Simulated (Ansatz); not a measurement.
One change: `C=CCC[SiH3]` becomes `C=CCCl`.

Ansatz, PBE0-D4/def2-TZVP geometries, multiplicity 1. Each molecule was computed in one conformer, which needn't be the lowest.

| property | `C=CCC[SiH3]` |
| --- | --- |
| HOMO–LUMO gap (PBE/def2-TZVPP) / eV | 5.51 |
| size of the dipole moment (PBE/def2-TZVPP) / D | 1.02 |
| HOMO–LUMO gap (PBE0/def2-TZVPP) / eV | 7.63 |
| HOMO–LUMO gap (ωB97M-V/def2-TZVPP) / eV | 11.77 |
| size of the dipole moment (B3LYP/def2-TZVPP) / D | 0.97 |
| HOMO–LUMO gap (B3LYP/def2-TZVPP) / eV | 7.17 |

Q: What does the change do to each property? (Estimate.)

A: Ansatz gave: 
| property | `C=CCCl` | shift |
| --- | --- | --- |
| HOMO–LUMO gap (PBE/def2-TZVPP) / eV | 5.28 | -0.23 |
| size of the dipole moment (PBE/def2-TZVPP) / D | 1.83 | 0.81 |
| HOMO–LUMO gap (PBE0/def2-TZVPP) / eV | 7.50 | -0.13 |
| HOMO–LUMO gap (ωB97M-V/def2-TZVPP) / eV | 11.88 | 0.11 |
| size of the dipole moment (B3LYP/def2-TZVPP) / D | 1.91 | 0.94 |
| HOMO–LUMO gap (B3LYP/def2-TZVPP) / eV | 7.02 | -0.15 |

With PBE0 the HOMO falls by 0.42 eV and the LUMO falls by 0.56 eV, so the gap narrows by about 0.14 eV. PBE moves the HOMO by -0.37 eV and ωB97M-V by -0.41 eV. Dipoles are sizes alone; their direction can turn.

B3LYP here is the variant with VWN-RPA as its local correlation; programs differ in this.
